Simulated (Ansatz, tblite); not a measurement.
Cost and result up the ladder for GeClH3 (GeH₃Cl) (5 atoms). The state is a singlet with charge 0. Geometry: PBE-D4/def2-TZVP.

```xyz
5

Ge   -0.127   -0.066   -0.075
Cl    1.580    0.824    0.933
H     0.428   -1.045   -1.131
H    -0.922    1.085   -0.726
H    -0.959   -0.798    1.000
```

Ansatz on 4 threads of Intel Xeon on a shared host; xTB runs through tblite on one thread. Times are rough, summed over both states, and most runs start from the orbitals of an earlier one. PBE0-D4/def2-TZVP serves as the yardstick here, not as an exact answer. The other state is a triplet.

The xTB rows come from tblite.

Run but left out: PBE-D4/def2-TZVP (triplet: an occupied level 0.00 eV above an empty one).

xTB has no spin-polarisation term.

```csv
level,functions,vertical triplet (eV),difference from PBE0-D4/def2-TZVP (eV)
GFN2-xTB,21,7.17,0.72
PBE0-D4/def2-TZVP,103,6.44,0.00
r2SCAN-D4/def2-TZVP,103,6.31,-0.13
GFN1-xTB,24,7.35,0.91
```

Task: Estimate how long each takes.

Result: GFN2-xTB 0.012 s; GFN1-xTB 0.025 s; r2SCAN-D4/def2-TZVP 18 s; PBE0-D4/def2-TZVP 19 s. On shared hardware such times vary by a factor of up to 3.
